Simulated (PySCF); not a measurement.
**Excitation energy of S by level of theory**

S [Ne] 3s2 3p4 (3P) → S [Ne] 3s2 3p3 4s1 (5S), as a difference of total energies. Calculation: PySCF 2.14, in aug-cc-pVTZ-DK; the spin-free X2C one-electron Hamiltonian (Gaussian nucleus). Correlated levels: valence: [Ne] frozen. The calculations carry no spin-orbit coupling.

| method | excitation energy (cm⁻¹) | error (cm⁻¹) |
| --- | --- | --- |
| UHF | 49340 | -3088 |
| LDA | 54880 | +2453 |
| PBE | 54756 | +2328 |
| PBE0 | 55244 | +2816 |
| r2SCAN | 56250 | +3822 |
| CAM-B3LYP | 57077 | +4649 |
| HSE06 | 55051 | +2623 |
| LC-wPBE | 57865 | +5437 |
| BHandHLYP | 56538 | +4110 |
| MP2 (valence) | 52661 | +233 |
| SCS-MP2 (valence) | 54339 | +1911 |

Reference: 52428 cm⁻¹ (measured; NIST levels, between the centres of gravity of the two terms).

Errors of the correlated levels include the incompleteness of this basis and the frozen core.

The promoted electron is Rydberg-like, and one or two diffuse shells describe it only roughly, which tends to raise the upper state.
